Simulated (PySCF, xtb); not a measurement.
HP, SMILES [PH], multiplicity 3.

Harmonic wavenumbers (cm⁻¹) from GFN2-xTB in xtb at its own minimum, in rising order: 2291.

**Question.** What does PBE0-D3(BJ)/def2-TZVPD (PySCF 2.14.0) give at its own minimum? (The exact figures need the calculation; the answer reports its results.)

**Answer.** 2375. Paired by order, the mean absolute difference is 84 cm⁻¹ and the zero-point energies are 3.3 and 3.4 kcal/mol.
